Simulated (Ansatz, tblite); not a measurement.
Forces on SiSn8H16, an alloyed cluster cut from the lattice of tin (1 Si, core) at its PBE-D4/def2-SVP geometry. Total charge 0; singlet.

In the def2 sets Sn takes a core potential; there is no spin–orbit coupling. The xTB rows come from tblite.

GFN1-xTB (tblite), largest force 0.70 eV/Å:

```xyz
25
positions Å, forces eV/Å
Si   -2.111   -0.904    1.028   -0.632   -0.203    0.228
Sn    1.591    1.352    2.245   -0.146    0.186    0.091
Sn    1.654   -2.405   -0.934   -0.142   -0.123   -0.170
Sn   -0.131    1.689   -2.000   -0.022    0.053   -0.063
Sn   -0.841   -3.012    0.206   -0.049    0.280    0.129
Sn   -0.894    0.276    2.992   -0.039   -0.174   -0.255
Sn   -2.556    0.742   -0.928    0.151   -0.130    0.156
Sn    1.287    3.041    0.021   -0.043   -0.159   -0.079
Sn    1.345   -0.500   -2.976   -0.044    0.105    0.144
H    -3.452   -1.373    1.554    0.579    0.209   -0.235
H     2.679    0.065    1.840   -0.121    0.382    0.263
H     2.284    2.211    3.586    0.058   -0.292   -0.284
H     2.388   -3.854   -1.546    0.047    0.329    0.242
H     2.707   -1.766    0.284   -0.109   -0.327   -0.335
H    -0.474    2.790   -3.305    0.054   -0.113    0.133
H    -0.649   -4.122    1.527   -0.110    0.062   -0.411
H    -1.811   -3.801   -0.997    0.265   -0.019    0.370
H    -0.699   -0.843    4.304   -0.118    0.393   -0.130
H    -1.901    1.571    3.559    0.271   -0.356    0.083
H    -3.511    2.072   -0.352    0.051   -0.320   -0.288
H    -3.474   -0.066   -2.160    0.040    0.338    0.270
H     0.384    4.444    0.503    0.374   -0.176   -0.122
H     2.824    3.595   -0.566   -0.343    0.097    0.178
H     0.477   -1.224   -4.294    0.368    0.156    0.159
H     2.883    0.018   -3.594   -0.339   -0.197   -0.073
```

GFN2-xTB (tblite), largest force 0.96 eV/Å:

```
Si -0.828 -0.327 0.370
Sn -0.221 0.274 0.163
Sn -0.214 -0.211 -0.247
Sn -0.009 0.130 -0.154
Sn 0.096 0.113 0.088
Sn 0.102 -0.102 -0.095
Sn 0.013 0.022 -0.025
Sn 0.057 -0.098 -0.031
Sn 0.057 0.048 0.094
H 0.672 0.248 -0.280
H -0.040 0.231 0.178
H 0.053 -0.227 -0.279
H 0.044 0.313 0.179
H -0.032 -0.215 -0.199
H 0.087 -0.153 0.181
H -0.074 0.058 -0.290
H 0.154 -0.006 0.247
H -0.079 0.274 -0.106
H 0.158 -0.240 0.047
H 0.057 -0.227 -0.189
H 0.050 0.226 0.194
H 0.253 -0.161 -0.116
H -0.303 0.031 0.140
H 0.247 0.146 0.144
H -0.300 -0.148 -0.013
```

PBE0-D4/def2-SVP (Ansatz), largest force 0.23 eV/Å:

```
Si -0.055 -0.023 0.024
Sn 0.066 -0.016 0.035
Sn 0.066 -0.029 0.022
Sn -0.014 0.040 -0.045
Sn -0.025 -0.088 -0.004
Sn -0.027 0.016 0.086
Sn -0.074 0.031 -0.039
Sn 0.012 0.071 -0.004
Sn 0.014 -0.004 -0.070
H 0.174 0.064 -0.071
H -0.132 0.161 0.052
H -0.099 -0.096 -0.173
H -0.104 0.183 0.065
H -0.128 -0.083 -0.152
H 0.046 -0.147 0.172
H -0.014 0.144 -0.159
H 0.116 0.101 0.142
H -0.015 0.134 -0.168
H 0.121 -0.153 -0.075
H 0.127 -0.161 -0.065
H 0.123 0.094 0.150
H 0.105 -0.178 -0.058
H -0.191 -0.086 0.075
H 0.100 0.088 0.167
H -0.192 -0.064 0.093
```
